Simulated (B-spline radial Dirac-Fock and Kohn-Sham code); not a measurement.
Calculated with a radial finite-basis atomic code, using Dirac-Fock ΔSCF + Breit + QED. Free neutral atoms up to Cf, the lines Kα1, Kβ1, Lα1, Lβ1, Lβ2, Lγ1, Lℓ and Mα1 where both subshells are closed (so no Lα of most 3d metals and no Mα of most lanthanides); Na, Y were not searched.

**Question.** V Kα1 is computed at 4950.7 eV. Which of the searched lines of other elements lie within 70 eV and could overlap it in an energy-dispersive spectrum?

**Answer.** Cs Lβ2 at 4936.9 eV (-14); Ti Kβ1 at 4931.3 eV (-19); Sm Lℓ at 4987.6 eV (+37).
